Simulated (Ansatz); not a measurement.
Cu5Te, relaxed as a doublet with UKS PBE-D4/def2-SVP in Ansatz, starting from the GFN1-xTB geometry. Force threshold 0.02 eV/Å.

In the def2 sets Te takes a core potential; there is no spin–orbit coupling. The structure comes from a short search, and lower isomers may exist.

Start:

```xyz
6

Cu   -0.428   -1.248   -1.306
Cu    0.480   -0.630    1.030
Cu    1.327    1.646    0.897
Cu    1.393    0.281   -1.070
Cu   -0.775    1.034   -0.145
Te   -1.997   -1.083    0.594
```

(1) Estimate the energy that the relaxation releases and the steps that it takes.

(2) Does the start keep its bonding and symmetry?

(3) Predict the relaxed structure.

Results:

(1) 0.8 kcal/mol, in 4 steps; 28 s on 4 threads of Arm Neoverse V1 on a shared host. No frequencies were taken in this run, so the end may be a saddle point.

(2) By distances, no bond broke or formed. The bond that changes most is Cu1–Te6, from 2.47 to 2.52 Å (atoms count from 1). Point group Cs at the start, Cs at the end, both within 0.05 Å.

(3) 
```xyz
6

Cu   -0.3982   -1.2031   -1.2721
Cu    0.4659   -0.6355    0.9958
Cu    1.3218    1.6271    0.8837
Cu    1.4256    0.3058   -1.0777
Cu   -0.7668    0.9990   -0.1645
Te   -2.0483   -1.0934    0.6348
```
Bond lengths (bridged metal pairs left out): 6 × Cu–Cu 2.37 to 2.47 Å; 3 × Cu–Te 2.52 to 2.58 Å.
